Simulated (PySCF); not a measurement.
Species: C6H11Cl.
SMILES with atom numbers: `[Cl:1][CH:2]1[CH2:3][CH2:4][CH2:5][CH2:6][CH2:7]1` (hydrogens: H8 on C2; H9, H10 on C3; H11, H12 on C4; H13, H14 on C5; H15, H16 on C6; H17, H18 on C7)

All values: wB97X-D/pcSseg-2 (PySCF, non-relativistic), on one gas-phase PBE0-D3(BJ)/def2-TZVP geometry that isn't relaxed in the solvent. The solvent is an IEF-PCM continuum (Bondi radii, 1.10 Å for H, scaled by 1.2). Only the electrostatic response of the medium enters.

Gas phase at wB97X-D/pcSseg-2: HOMO -9.99 eV, LUMO 2.15 eV, dipole 2.23 D.

What does the continuum do to the energy, the frontier levels and the dipole at wB97X-D/pcSseg-2 in chloroform?

| solvent | ε | E(solvent) − E(gas) (kcal/mol) | polarisation term (kcal/mol) | distortion of the solute (kcal/mol) | HOMO (eV) | LUMO (eV) | dipole (D) |
| --- | --- | --- | --- | --- | --- | --- | --- |
| chloroform | 4.711 | -1.95 | -2.24 | 0.29 | -10.01 | 2.36 | 2.84 |

The polarisation term is half the interaction of the solute with the surface charges that it induces; the rest is the cost of distorting the solute's density. The sum is the electrostatic part of solvation alone.

Which radius a makes the point-dipole formula ΔE = −[(ε − 1)/(2ε + 1)]·μ²/a³ give the value in chloroform, with the gas-phase dipole?

μ = 0.877 au and |ΔE| = 0.00311 Eh give a = 2.35 Å; the farthest nucleus lies 2.59 Å from the centroid of the nuclei, so such a sphere wouldn't even hold the nuclei. The formula assumes a rigid point dipole at the centre of a sphere.

The pairwise dispersion term of wB97X-D wasn't added to the energies; at a given geometry it leaves orbitals and properties as they are.
